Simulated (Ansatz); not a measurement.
Coupled-cluster diagnostics for Al₂Sb₂⁺ (the lowest doublet isomer of a short search), Ansatz.

Geometry of the doublet (PBE-D4/def2-SVP):

Cartesian coordinates in Å:
```
Al -0.5365 1.9095 -0.9988
Al -0.9626 0.4099 1.1481
Sb 0.4667 -1.8423 1.0422
Sb 1.0325 -0.4770 -1.1916
```

In the def2 sets Sb takes a core potential; there is no spin–orbit coupling. Correlated methods freeze 18 core orbitals; core or outer-core shells of Sb are correlated, in sets that lack core-valence functions. In CCSD on the charge 1 doublet the largest single amplitude is 0.23, so its Hartree–Fock determinant may place the open shell otherwise than the density functionals do. The structure comes from a short search, and lower isomers may exist.

Geometry of the charge 1 quartet (PBE-D4/def2-SVP):

```csv
atom,x (Å),y (Å),z (Å)
Al1,1.4048,-1.5404,-0.7346
Al2,0.4156,0.9219,-1.2209
Sb3,-1.3943,1.6542,0.6334
Sb4,-0.4261,-1.0358,1.3221
```

(1) Estimate the CCSD(T) correlation energy, the shares of MP2 and (T), T1 and the reference's ⟨S²⟩ for: charge 1, doublet, own geometry in def2-TZVP; charge 1, quartet, own geometry in def2-TZVP; and the rough time on 4 threads of Arm Neoverse V2 on a shared host.

Results:

(1) 
```tsv
state	basis	correlation (eV)	MP2 share (%)	(T) share (%)	T1	⟨S²⟩ (pure)	wall time	remarks
charge 1, doublet, own geometry	def2-TZVP	-21.528	95.3	4.9	0.050	1.51 (0.75)	3.8 min	large T1 (0.050), spin-contaminated (⟨S²⟩ 1.51)
charge 1, quartet, own geometry	def2-TZVP	-20.815	95.9	4.3	0.030	3.94 (3.75)	3.8 min	spin-contaminated (⟨S²⟩ 3.94)
```
Customary marks for T1 are 0.02 (closed shells), 0.045 (open shells) and about 0.05 (3d metals). T1 exceeds 0.02 in 2 of 2 rows and 0.045 in 1; the higher it lies, the less the single-reference result can be trusted.
